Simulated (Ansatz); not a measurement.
```yaml
crystal:
  periodic: [false, false, false]
  atoms:
    - {symbol: B, position_ang: [1.082840, -0.313436, 1.871936]}
    - {symbol: C, position_ang: [0.126703, 0.203351, 0.745376]}
    - {symbol: Cl, position_ang: [0.167266, -1.986952, 1.384124]}
    - {symbol: O, position_ang: [0.489994, 0.427747, -0.462412]}
    - {symbol: Sn, position_ang: [-0.787737, 0.418278, -2.043318]}
    - {symbol: H, position_ang: [0.767058, -0.015831, 2.990132]}
    - {symbol: H, position_ang: [2.243032, -0.382743, 1.585791]}
    - {symbol: H, position_ang: [-0.944834, 0.329830, 0.961130]}
    - {symbol: H, position_ang: [-2.302258, 0.627863, -1.302501]}
    - {symbol: H, position_ang: [-0.244607, 1.733976, -2.962194]}
    - {symbol: H, position_ang: [-0.532057, -1.099183, -2.747364]}
basis:
  gaussian: {orbitals: def2-TZVP, nuclear_model: gaussian}
hamiltonian: {xc: {name: CAM-B3LYP}, dispersion: d3bj}
output: {forces: true}
```

```sh
$ ansatz run in.yaml --threads 4 --pin off --events-out ev --progress --plain --max-ram 10444MiB
```

Shortened log:

```
Functional definition: CAM-B3LYP
1459 factors; their error is unknown
375 factors; integrals over basis functions are off by at most 1.5e-5 eV
mean field evaluation 1: about -22207.4474 eV, gradient 4.5e1 eV
mean field evaluation 2: about -22204.2548 eV, gradient 6.4e1 eV
mean field evaluation 4: about -22211.4973 eV, gradient 2.9e0 eV
mean field evaluation 8: about -22211.5178 eV, gradient 5.2e-2 eV
mean field evaluation 16: about -22211.5960 eV, gradient 1.8e-4 eV
mean field -22211.59598207 eV, -816.2610967804 hartree, gradient 3.8e-5 eV, S^2 0.000000; 0 other end points of the search recorded, 0 dependent functions left out
reference -22211.59614032 eV, -816.2611025961 hartree; 32, 32 occupied and 184, 184 virtual orbitals, 1459 factors
Total energy: -22211.81343369 eV, -816.2690879802 hartree
Atom 0 at     1.082840    -0.313436     1.871936 Å, force     0.056409     0.111884     0.058325 eV/Å
Atom 1 at     0.126703     0.203351     0.745376 Å, force     0.029091     0.169832     0.007012 eV/Å
Atom 2 at     0.167266    -1.986952     1.384124 Å, force    -0.041270    -0.259595     0.008975 eV/Å
Atom 3 at     0.489994     0.427747    -0.462412 Å, force    -0.131000    -0.028993     0.051119 eV/Å
Atom 4 at    -0.787737     0.418278    -2.043318 Å, force     0.008950    -0.003196    -0.040683 eV/Å
Atom 5 at     0.767058    -0.015831     2.990132 Å, force     0.043723    -0.021958    -0.121430 eV/Å
Atom 6 at     2.243032    -0.382743     1.585791 Å, force    -0.123084     0.025743     0.030670 eV/Å
Atom 7 at    -0.944834     0.329830     0.961130 Å, force     0.123665     0.002714    -0.038546 eV/Å
Atom 8 at    -2.302258     0.627863    -1.302501 Å, force     0.073708    -0.007952    -0.035520 eV/Å
Atom 9 at    -0.244607     1.733976    -2.962194 Å, force    -0.026520    -0.061228     0.045521 eV/Å
Atom 10 at    -0.532057    -1.099183    -2.747364 Å, force    -0.013672     0.072749     0.034556 eV/Å
Dipole moment:    -0.730457     0.594901    -1.171668 e Å
```

It took 3.4 s on 4 threads of an Intel Xeon Platinum 8488C on a shared host, with 0.78 GiB of host memory at the peak.
